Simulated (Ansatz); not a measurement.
```yaml
crystal:
  periodic: [false, false, false]
  atoms:
    - {symbol: O, position_ang: [-0.032630, 1.843390, -0.885249]}
    - {symbol: In, position_ang: [0.027667, 0.076774, 0.001379]}
    - {symbol: O, position_ang: [-1.099394, -1.293333, -0.861630]}
    - {symbol: S, position_ang: [1.294084, -0.460546, 1.921034]}
    - {symbol: H, position_ang: [0.517899, 2.506700, -0.462646]}
    - {symbol: H, position_ang: [-1.558967, -0.942734, -1.629518]}
    - {symbol: H, position_ang: [0.851322, -1.730241, 1.916620]}
basis:
  gaussian: {orbitals: def2-TZVP, fitting: {mean_field: cc-pVTZ-jkfit}}
hamiltonian: {xc: {name: wB97X}, pseudopotentials: {relativity: none}}
output: {forces: true}
```

```sh
$ ansatz run in.yaml --threads 4 --pin off --events-out ev --progress --plain --max-ram 10444MiB
```

Shortened log:

```
Functional definition: wB97X
Error: <dir> the basis set cc-pVTZ-JKFIT has no functions for In
```
